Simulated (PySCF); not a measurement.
## Steps of a relaxation of [Pb(OH)3(NH3)]+

[Pb(OH)3(NH3)]+ (singlet). PySCF 2.14.0, RKS PBE0, Pb def2-SVP with ECP60, O def2-SVP, H def2-SVP, N def2-SVP; non-relativistic Hamiltonian with scalar-relativistic core potentials where named; density fitting; no spin-orbit coupling. Origin of the start: template. Columns: position (Å) and force (eV/Å). Energies are counted from the last step; some of the 50 steps are shown. Forces carry noise of the integration grid, about 0.01 to 0.03 eV/Å.

Run from Python with OMP_NUM_THREADS=2. Where DIIS fails, smearing, a level shift and second-order steps follow.
It took 3.8 min on 2 threads of Intel(R) Xeon(R) Platinum 8488C (Sapphire Rapids), on a shared host, from the converged density of the start.

```xyz
11
step 0  E = 2.461 eV
Pb    0.0122   -0.0113    0.0095     0.25   -0.39    0.76
O     1.1198    1.0963    1.1171     1.20    2.24    0.45
H     1.6394    1.3684    1.8842    -0.33   -0.53   -0.02
O    -1.0954   -1.1189    1.1171    -1.69   -2.07    0.72
H    -1.6150   -1.3910    1.8842     0.13    0.73   -0.03
O     1.1198   -1.1189   -1.0981     0.99   -0.17   -2.11
H     1.6394   -1.8860   -1.3702    -0.42   -0.08    0.57
N    -1.2811    1.2820   -1.2838    -0.22    0.35   -0.42
H    -1.8942    1.8951   -0.7467    -0.12    0.13    0.39
H    -0.7440    1.8951   -1.8969     0.35    0.17   -0.17
H    -1.8942    0.7449   -1.8969    -0.14   -0.38   -0.15
```

```xyz
11
step 16  E = 0.054 eV
Pb    0.1368   -0.1705    0.1679    -0.16    0.05    0.03
O     0.7538    1.4948    1.1949     0.23   -0.03    0.22
H     1.5125    1.3182    1.7853    -0.21    0.04   -0.21
O    -1.2955   -1.4012    0.9822     0.06    0.00   -0.16
H    -1.4061   -1.2183    1.9278    -0.02    0.03    0.12
O     1.1799   -0.9058   -1.4275     0.09   -0.06   -0.03
H     1.3150   -1.8654   -1.3472    -0.01    0.02   -0.01
N    -1.1510    1.2083   -1.2209    -0.10    0.02   -0.01
H    -1.5932    1.9740   -0.6957     0.09   -0.11   -0.08
H    -0.5521    1.6324   -1.9400    -0.06   -0.05    0.06
H    -1.8935    0.6896   -1.7077     0.10    0.09    0.09
```

```xyz
11
step 33  E = 0.004 eV
Pb    0.1508   -0.1546    0.2031    -0.03    0.02   -0.05
O     0.6753    1.4556    1.3558     0.04    0.02    0.07
H     1.6072    1.4220    1.6322    -0.04   -0.01   -0.03
O    -1.3841   -1.3908    0.7702    -0.04   -0.01    0.13
H    -1.5392   -1.3424    1.7308     0.03   -0.01   -0.11
O     1.4292   -0.8270   -1.2494     0.00    0.07    0.00
H     1.3568   -1.7906   -1.3422     0.01   -0.08    0.00
N    -1.1671    1.1846   -1.1873    -0.08    0.08    0.07
H    -1.1865    2.1465   -0.8249     0.01   -0.10   -0.07
H    -0.8015    1.2115   -2.1448    -0.01    0.01    0.02
H    -2.1345    0.8413   -1.2244     0.09    0.02   -0.01
```

Q: Where does the relaxation end?

A: It converges at step 49 in C1, nearly C3:
```xyz
11
step 49  E = 0
Pb    0.1194   -0.1452    0.2101
O     0.6733    1.4129    1.4226
H     1.6304    1.4050    1.5914
O    -1.4403   -1.3548    0.7694
H    -1.5036   -1.4183    1.7371
O     1.4124   -0.7843   -1.2472
H     1.4165   -1.7547   -1.3071
N    -1.1739    1.1911   -1.1993
H    -1.1286    2.1731   -0.9087
H    -0.8429    1.1323   -2.1678
H    -2.1565    0.8989   -1.1815
```

Q: How did the contacts change?

A: 
```json
{"contact": "Pb1–O2 (OH)", "start (Å)": "1.918", "end (Å)": "2.050"}
{"contact": "Pb1–O4 (OH)", "start (Å)": "1.918", "end (Å)": "2.051"}
{"contact": "Pb1–O6 (OH)", "start (Å)": "1.918", "end (Å)": "2.050"}
{"contact": "Pb1–N8 (NH3)", "start (Å)": "2.240", "end (Å)": "2.333"}
```


No frequency check is given that shows the relaxed geometry to be a minimum.
